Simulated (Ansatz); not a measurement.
C₂H₅O₂Si, SMILES `CC(=O)O[SiH2]` radical. Charge 0, multiplicity 2.

```tsv
atom	x (Å)	y (Å)	z (Å)
C1	-0.7983	-1.0166	-1.1536
C2	0.1517	-0.5254	-0.1111
O3	1.1924	-1.0490	0.1922
O4	-0.2680	0.5993	0.4904
Si5	0.7720	1.2607	1.6566
H6	-0.9274	-0.2507	-1.9209
H7	-1.7776	-1.1895	-0.7031
H8	-0.4200	-1.9334	-1.5979
H9	2.0609	1.6505	1.0274
H10	0.0141	2.4540	2.1201
```

What are the harmonic wavenumbers in cm⁻¹ at PBE0-D4/def2-TZVP (Ansatz, finite differences of forces, unscaled)? (Estimate.)

Computed: 94, 121, 125, 207, 377, 596, 612, 694, 760, 806, 914, 961, 1027, 1065, 1290, 1397, 1458, 1466, 1809, 2194, 2231, 3073, 3142, 3192.

Is this a minimum?

Yes, all 24 modes are real.

Give the ideal-gas thermochemistry at 298.15 K and 1 bar (rigid rotor, harmonic oscillator; point group C1, symmetry number 1).

Zero-point energy 177.1 kJ/mol; H(298) − E = 197.0 kJ/mol; entropy 342.3 J/(mol·K), of which translation 164.9, rotation 109.1, vibration 62.5, electronic 5.8; G(298) − E = 95.0 kJ/mol. Modes under 100 cm⁻¹ are hindered rotations or soft bends, so the harmonic entropy is rough.

And at 400, 500, 600, 800 and 1000 K?


```json
{"T (K)": "400", "H − E (kJ/mol)": "208.0", "S (J/mol/K)": "373.8", "G − E (kJ/mol)": "58.5"}
{"T (K)": "500", "H − E (kJ/mol)": "220.6", "S (J/mol/K)": "401.9", "G − E (kJ/mol)": "19.7"}
{"T (K)": "600", "H − E (kJ/mol)": "234.7", "S (J/mol/K)": "427.5", "G − E (kJ/mol)": "-21.8"}
{"T (K)": "800", "H − E (kJ/mol)": "266.4", "S (J/mol/K)": "473.0", "G − E (kJ/mol)": "-112.0"}
{"T (K)": "1000", "H − E (kJ/mol)": "301.6", "S (J/mol/K)": "512.2", "G − E (kJ/mol)": "-210.6"}
```
